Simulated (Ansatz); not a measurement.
Steps of a relaxation of `OCNBCl` with RKS PBE-D4/def2-SVP.

```sh
$ ansatz run in.yaml --threads 4 --pin off --events-out ev --progress --plain --max-ram 10444MiB
```

```yaml
crystal:
  periodic: [false, false, false]
  atoms:
    - {symbol: O, position_ang: [-0.471800, 1.293700, 1.536000]}
    - {symbol: C, position_ang: [-0.537200, 0.226500, 0.667300]}
    - {symbol: N, position_ang: [0.397000, 0.433700, -0.431800]}
    - {symbol: B, position_ang: [0.474700, -0.749100, -1.380700]}
    - {symbol: Cl, position_ang: [-1.052200, -1.042100, -2.496400]}
    - {symbol: H, position_ang: [0.311300, 1.287200, 2.060700]}
    - {symbol: H, position_ang: [-1.534800, 0.135700, 0.258200]}
    - {symbol: H, position_ang: [-0.261000, -0.681400, 1.237600]}
    - {symbol: H, position_ang: [1.390600, 0.473200, 0.046200]}
    - {symbol: H, position_ang: [1.366600, -1.428500, -1.494200]}
basis:
  gaussian: {orbitals: def2-SVP}
hamiltonian: {xc: pbe, dispersion: d4}
relax: {f_tol: 0.03, max_steps: 200}
```

Positions (Å) and forces (eV/Å) along the path, 13 of 18 steps:

```xyz
10
step=1 energy=-17835.6510 eV
O    -0.472    1.294    1.536   -2.206    1.274   -0.249
C    -0.537    0.227    0.667    1.093    0.390    0.710
N     0.397    0.434   -0.432    2.873   -3.063   -1.004
B     0.475   -0.749   -1.381   -3.696    3.484    0.188
Cl   -1.052   -1.042   -2.496    1.717    0.171    1.441
H     0.311    1.287    2.061    1.371   -0.313    0.768
H    -1.535    0.136    0.258   -0.891   -0.036   -0.218
H    -0.261   -0.681    1.238   -0.252   -0.601   -0.012
H     1.391    0.473    0.046   -1.929    0.053   -1.110
H     1.367   -1.429   -1.494    1.921   -1.359   -0.514
10
step=2 energy=-17836.3893 eV
O    -0.508    1.351    1.530   -0.605    0.517   -0.165
C    -0.531    0.240    0.693    0.279    0.242    0.113
N     0.454    0.335   -0.406    1.178   -2.040   -0.276
B     0.484   -0.723   -1.422   -1.609    1.372    0.289
Cl   -1.053   -1.068   -2.382    0.977    0.128    0.793
H     0.268    1.325    2.105    0.316   -0.176    0.160
H    -1.534    0.169    0.244   -0.199    0.009   -0.104
H    -0.350   -0.690    1.291   -0.043   -0.041   -0.109
H     1.414    0.401    0.024   -0.804    0.031   -0.403
H     1.439   -1.389   -1.672    0.509   -0.041   -0.300
10
step=3 energy=-17836.7033 eV
O    -0.514    1.408    1.490    0.249   -0.029   -0.015
C    -0.541    0.249    0.706    0.155    0.019   -0.185
N     0.495    0.202   -0.363   -0.403   -0.425    0.829
B     0.467   -0.724   -1.413    0.490   -0.115   -0.856
Cl   -1.040   -1.080   -2.282   -0.164   -0.168    0.138
H     0.241    1.336    2.110   -0.238    0.028   -0.163
H    -1.539    0.190    0.221    0.137    0.022   -0.026
H    -0.408   -0.676    1.331   -0.120    0.206    0.004
H     1.428    0.326    0.028    0.270    0.053    0.168
H     1.496   -1.280   -1.825   -0.376    0.407    0.105
10
step=4 energy=-17836.8677 eV
O    -0.502    1.436    1.428    0.165   -0.014   -0.066
C    -0.551    0.247    0.689    0.467   -0.077    0.103
N     0.549    0.095   -0.294   -0.536   -0.337   -0.074
B     0.493   -0.683   -1.470    0.262    0.014    0.415
Cl   -1.094   -1.139   -2.122   -0.039   -0.091   -0.204
H     0.209    1.340    2.093   -0.147    0.064   -0.079
H    -1.532    0.205    0.174    0.213    0.053   -0.183
H    -0.492   -0.648    1.357   -0.135    0.027    0.116
H     1.480    0.231    0.109    0.039    0.055    0.074
H     1.523   -1.136   -1.960   -0.288    0.306   -0.101
10
step=5 energy=-17836.9461 eV
O    -0.512    1.458    1.338    0.197   -0.011    0.176
C    -0.529    0.204    0.716    0.122    0.045   -0.157
N     0.563    0.008   -0.244   -0.080   -0.228    0.326
B     0.492   -0.669   -1.468    0.070   -0.042    0.121
Cl   -1.115   -1.063   -2.118   -0.035   -0.118   -0.271
H     0.175    1.421    2.031   -0.111    0.129   -0.030
H    -1.476    0.130    0.155   -0.088   -0.053   -0.079
H    -0.507   -0.636    1.456    0.002    0.090    0.044
H     1.489    0.140    0.174    0.076    0.013   -0.064
H     1.502   -1.044   -2.037   -0.154    0.175   -0.065
10
step=6 energy=-17836.9793 eV
O    -0.494    1.495    1.270    0.233   -0.246   -0.011
C    -0.527    0.186    0.747    0.114   -0.195    0.159
N     0.572   -0.124   -0.171   -0.215   -0.327   -0.469
B     0.488   -0.708   -1.464    0.257    0.624    0.210
Cl   -1.110   -1.049   -2.191    0.176   -0.053    0.080
H     0.161    1.499    1.996   -0.136    0.073   -0.104
H    -1.467    0.080    0.174   -0.038   -0.015   -0.028
H    -0.540   -0.587    1.567   -0.006    0.234   -0.122
H     1.501    0.045    0.227   -0.005   -0.046   -0.098
H     1.499   -0.889   -2.152   -0.379   -0.050    0.383
10
step=7 energy=-17837.0134 eV
O    -0.452    1.502    1.162    0.067    0.205    0.367
C    -0.507    0.156    0.776    0.061   -0.299   -0.011
N     0.551   -0.207   -0.155    0.168   -0.021   -0.271
B     0.478   -0.646   -1.486   -0.113   -0.119    0.087
Cl   -1.095   -0.944   -2.265   -0.025    0.027   -0.019
H     0.052    1.571    1.998   -0.105   -0.044   -0.268
H    -1.469   -0.010    0.247    0.046   -0.046    0.008
H    -0.471   -0.541    1.658   -0.029    0.209   -0.136
H     1.504   -0.046    0.183   -0.030   -0.002    0.210
H     1.491   -0.887   -2.113   -0.039    0.089    0.032
10
step=10 energy=-17836.9223 eV rejected
O    -0.650    1.454    1.119    2.286    0.803    1.342
C    -0.521    0.089    0.809   -0.005   -0.199    0.140
N     0.560   -0.249   -0.102    0.092    0.027   -0.089
B     0.483   -0.587   -1.464   -0.029    0.063    0.045
Cl   -1.094   -0.698   -2.281    0.023    0.002   -0.014
H     0.196    1.738    1.678   -2.257   -0.779   -1.472
H    -1.457   -0.210    0.305   -0.131    0.055    0.004
H    -0.417   -0.534    1.732    0.048    0.016   -0.012
H     1.497   -0.231    0.312   -0.003    0.009    0.008
H     1.487   -0.823   -2.105   -0.024    0.001    0.050
10
step=12 energy=-17837.0459 eV
O    -0.610    1.467    1.084    0.045   -0.046    0.039
C    -0.507    0.088    0.815   -0.053   -0.001   -0.033
N     0.564   -0.267   -0.104    0.045   -0.033   -0.061
B     0.480   -0.592   -1.468   -0.105    0.068    0.051
Cl   -1.095   -0.671   -2.295    0.048   -0.009    0.027
H     0.109    1.712    1.696   -0.012   -0.004   -0.031
H    -1.461   -0.204    0.331    0.045   -0.023    0.028
H    -0.388   -0.513    1.751   -0.003    0.064   -0.045
H     1.507   -0.236    0.294   -0.037   -0.008    0.040
H     1.484   -0.835   -2.102    0.028   -0.008   -0.015
10
step=13 energy=-17837.0454 eV rejected
O    -0.648    1.451    1.050    0.345    0.040    0.217
C    -0.510    0.064    0.830   -0.037    0.018    0.065
N     0.562   -0.298   -0.083    0.113    0.006   -0.135
B     0.483   -0.551   -1.465   -0.128   -0.082    0.118
Cl   -1.090   -0.585   -2.302    0.103    0.039    0.057
H     0.122    1.757    1.583   -0.345   -0.164   -0.250
H    -1.463   -0.271    0.371    0.066    0.027    0.053
H    -0.360   -0.497    1.789   -0.024    0.063   -0.092
H     1.502   -0.313    0.327   -0.118    0.014   -0.010
H     1.485   -0.807   -2.097    0.023    0.038   -0.024
10
step=15 energy=-17837.0495 eV
O    -0.648    1.448    1.039    0.100    0.006    0.065
C    -0.509    0.061    0.830    0.012    0.004    0.022
N     0.564   -0.304   -0.082    0.005   -0.014    0.006
B     0.481   -0.564   -1.459    0.007    0.064   -0.003
Cl   -1.088   -0.561   -2.297    0.012   -0.015    0.019
H     0.116    1.754    1.567   -0.113   -0.055   -0.085
H    -1.460   -0.282    0.378    0.014    0.025    0.023
H    -0.356   -0.489    1.792   -0.009    0.016   -0.031
H     1.500   -0.314    0.335   -0.030   -0.008   -0.022
H     1.483   -0.800   -2.100    0.002   -0.021    0.006
10
step=17 energy=-17837.0503 eV
O    -0.653    1.444    1.036    0.033    0.002    0.015
C    -0.509    0.059    0.833   -0.008   -0.001    0.005
N     0.564   -0.307   -0.080   -0.005    0.004   -0.003
B     0.482   -0.556   -1.459    0.001    0.011    0.003
Cl   -1.086   -0.551   -2.295    0.002   -0.002    0.003
H     0.116    1.757    1.550   -0.027   -0.010   -0.021
H    -1.461   -0.286    0.385    0.008    0.000    0.006
H    -0.352   -0.488    1.794   -0.002    0.003   -0.005
H     1.498   -0.324    0.338   -0.005   -0.005   -0.003
H     1.484   -0.799   -2.098    0.002   -0.003    0.001
10
step=18 energy=-17837.0504 eV
O    -0.656    1.442    1.032   -0.012   -0.003   -0.002
C    -0.509    0.056    0.835    0.009    0.010   -0.003
N     0.562   -0.310   -0.078    0.007   -0.006    0.006
B     0.482   -0.552   -1.459   -0.002    0.001   -0.001
Cl   -1.084   -0.541   -2.297   -0.001    0.001    0.002
H     0.116    1.761    1.535    0.005   -0.002    0.001
H    -1.461   -0.293    0.392   -0.003    0.000    0.001
H    -0.348   -0.486    1.799   -0.001    0.000   -0.001
H     1.496   -0.333    0.340   -0.003   -0.001   -0.003
H     1.485   -0.795   -2.096    0.002    0.001    0.000
```

Run time 20 s (4 threads of an Arm Neoverse V2 on a shared host); peak host memory 0.18 GiB.
